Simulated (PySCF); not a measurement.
Species: C5H4O3.
Structure used (PBE0-D3(BJ)/def2-TZVP), in Å, numbered top down from 1:
```
atom  x, y, z in Å
O1     2.0899   -1.3829    0.5966
C2     1.5524   -0.4391    0.0768
O3     2.2351    0.5041   -0.5984
C4     0.1163   -0.1728    0.0930
C5    -0.6183    0.9005   -0.5041
C6    -1.9118    0.6770   -0.1918
O7    -2.0314   -0.4535    0.5545
C8    -0.8024   -0.9563    0.7194
H9     3.1656    0.2442   -0.5573
H10   -0.2173    1.7161   -1.0826
H11   -2.8299    1.1961   -0.4083
H12   -0.7100   -1.8630    1.2934
```

All values: wB97X-D/pcSseg-2 (PySCF, non-relativistic), on one gas-phase PBE0-D3(BJ)/def2-TZVP geometry that isn't relaxed in the solvent. The solvent is an IEF-PCM continuum (van der Waals radii × 1.2). Specific hydrogen bonds and non-electrostatic terms are outside this model.

Gas phase at wB97X-D/pcSseg-2: HOMO -9.03 eV, LUMO 0.75 eV, dipole 2.02 D.

Task: What does the continuum do to the energy, the frontier levels and the dipole at wB97X-D/pcSseg-2 in chloroform?

Result: 
| solvent | ε | E(solvent) − E(gas) (kcal/mol) | polarisation term (kcal/mol) | distortion of the solute (kcal/mol) | HOMO (eV) | LUMO (eV) | dipole (D) |
| --- | --- | --- | --- | --- | --- | --- | --- |
| chloroform | 4.711 | -5.52 | -5.99 | 0.47 | -8.94 | 0.76 | 2.43 |

Polarisation term: ½ Σ q·V over the induced surface charges. Distortion: the rise of the solute's own energy as its density leaves the gas-phase optimum.

Task: Which radius a makes the point-dipole formula ΔE = −[(ε − 1)/(2ε + 1)]·μ²/a³ give the value in chloroform, with the gas-phase dipole?

Result: μ = 0.794 au and |ΔE| = 0.00880 Eh give a = 1.56 Å; the farthest nucleus lies 3.22 Å from the centroid of the nuclei, so such a sphere wouldn't even hold the nuclei. The formula assumes a rigid point dipole at the centre of a sphere.

Task: Give the dipole vector in the frame of the coordinates (D, pointing from negative to positive charge), gas and chloroform.

Result: Gas (-0.87, 1.59, -0.89), solvent (-1.06, 1.91, -1.07). Its length changes by +20 % and its direction by less than 1°.

The pairwise dispersion term of wB97X-D wasn't added to the energies; at a given geometry it leaves orbitals and properties as they are.
